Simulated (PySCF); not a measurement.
MoS2ClBr, SMILES [S]=[Mo](=[S])([Cl])[Br], multiplicity 1. The structure is a stationary point at B3LYP-D3(BJ)/def2-SVP. The multiplicity is an assumed one; no other spin state was optimised. The structure was generated by enumeration; whether it is a known compound was not checked. The def2 effective core potentials stand for the cores of Mo; spin–orbit coupling is left out.

Method: B3LYP-D3(BJ)/def2-SVP (PySCF).

Harmonic wavenumbers (cm⁻¹): 98, 124, 143, 147, 193, 301, 415, 568, 577. Rotational constants (GHz): 1.243, 0.7697, 0.7309; symmetry number 1.

Question: Work out the zero-point energy and the ideal-gas rigid-rotor harmonic-oscillator thermochemistry at 298.15 K and 1 atm.

Answer: ZPE = ½ Σ hcν = ½ × 2567 cm⁻¹ = 3.67 kcal/mol. H − E(el) = 8.78 kcal/mol. Entropy in cal/(mol K): translation 42.74, rotation 30.51, vibration 17.51, total 90.76. G − E(el) = -18.28 kcal/mol. Cp = 22.78 cal/(mol K). Modes under 150 cm⁻¹ make the vibrational entropy uncertain.
